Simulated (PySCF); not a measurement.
Bonds (- single, = double, # triple, : aromatic): F1-P2 1.631 Å, P2-F3 1.631 Å, P2-F4 1.631 Å, P2-F5 1.631 Å, P2-F6 1.631 Å, P2-F7 1.631 Å. Formal charges: P2 -1.

Total charge -1.

Geometry: PBE0-D3(BJ)/def2-SVP; GIAO absolute shieldings from PySCF 2.14, gas phase, non-relativistic, averaged over equivalent atoms.

At PBE0/STO-3G (39 basis functions, 3.3 s wall time on 1 thread of an Intel Xeon Platinum 8375C, shared host):
```
atoms  σ (ppm)
F5/F6    466.0
   F1    466.0
   F7    466.0
F3/F4    466.1
   P2    604.6
```

Question: What do these become at PBE0/6-31G?

Answer: 
| atoms | σ at PBE0/6-31G | change |
| --- | --- | --- |
| F5/F6 | 254.3 | -211.7 |
| F1 | 254.4 | -211.6 |
| F7 | 254.4 | -211.6 |
| F3/F4 | 254.4 | -211.7 |
| P2 | 453.9 | -150.7 |

The largest change is at F3/F4 (fluorine bonded to P). Cost: 67 basis functions, 7.2 s wall time on 1 thread of an Intel Xeon Platinum 8375C, shared host.
